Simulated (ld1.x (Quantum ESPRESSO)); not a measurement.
# An all-electron radial function and its pseudo partner (Li)

Columns: radius, all-electron u(r) and pseudo u(r) of the 2s shell (level -3.01 eV) of lithium in the configuration [He] 2s0.75 2p0.25; LDA (PZ), non-relativistic, TM semilocal scheme, ld1.x (Quantum ESPRESSO) 7.5.

```json
{"r (bohr)": "0.210", "all-electron": "0.1808", "pseudo": "-0.0282"}
{"r (bohr)": "0.420", "all-electron": "0.1751", "pseudo": "-0.0581"}
{"r (bohr)": "0.630", "all-electron": "0.0989", "pseudo": "-0.0915"}
{"r (bohr)": "0.840", "all-electron": "0.0005", "pseudo": "-0.1299"}
{"r (bohr)": "1.050", "all-electron": "-0.0988", "pseudo": "-0.1746"}
{"r (bohr)": "1.260", "all-electron": "-0.1899", "pseudo": "-0.2259"}
{"r (bohr)": "1.470", "all-electron": "-0.2691", "pseudo": "-0.2819"}
{"r (bohr)": "1.680", "all-electron": "-0.3358", "pseudo": "-0.3386"}
{"r (bohr)": "1.890", "all-electron": "-0.3903", "pseudo": "-0.3905"}
{"r (bohr)": "2.100", "all-electron": "-0.4335", "pseudo": "-0.4335"}
{"r (bohr)": "2.310", "all-electron": "-0.4663", "pseudo": "-0.4663"}
{"r (bohr)": "2.520", "all-electron": "-0.4897", "pseudo": "-0.4897"}
{"r (bohr)": "2.730", "all-electron": "-0.5048", "pseudo": "-0.5048"}
{"r (bohr)": "2.940", "all-electron": "-0.5127", "pseudo": "-0.5127"}
{"r (bohr)": "3.150", "all-electron": "-0.5143", "pseudo": "-0.5143"}
{"r (bohr)": "3.360", "all-electron": "-0.5107", "pseudo": "-0.5107"}
{"r (bohr)": "3.570", "all-electron": "-0.5028", "pseudo": "-0.5028"}
{"r (bohr)": "3.780", "all-electron": "-0.4912", "pseudo": "-0.4912"}
{"r (bohr)": "3.990", "all-electron": "-0.4769", "pseudo": "-0.4769"}
{"r (bohr)": "4.200", "all-electron": "-0.4603", "pseudo": "-0.4603"}
{"r (bohr)": "4.410", "all-electron": "-0.4421", "pseudo": "-0.4421"}
{"r (bohr)": "4.620", "all-electron": "-0.4227", "pseudo": "-0.4227"}
{"r (bohr)": "4.830", "all-electron": "-0.4025", "pseudo": "-0.4025"}
{"r (bohr)": "5.040", "all-electron": "-0.3820", "pseudo": "-0.3820"}
{"r (bohr)": "5.250", "all-electron": "-0.3613", "pseudo": "-0.3613"}
{"r (bohr)": "5.460", "all-electron": "-0.3407", "pseudo": "-0.3407"}
```

Question: How many radial nodes do the two functions have?

Answer: The all-electron 2s function has n − l − 1 = 1; the pseudo-wave has 0, since the states of the same l below it are removed with the core.

Question: At about which radius was the pseudo-wave matched?

Answer: 2.15 bohr. The columns agree to 0.0005 from 1.89 bohr on; several derivatives are matched, so the curves merge somewhat inside the radius.

Question: Is the pseudo-wave norm-conserving?

Answer: Yes: the TM semilocal scheme keeps the norm inside the radius equal to the all-electron one, which fixes the energy derivative of the logarithmic derivative at the level.
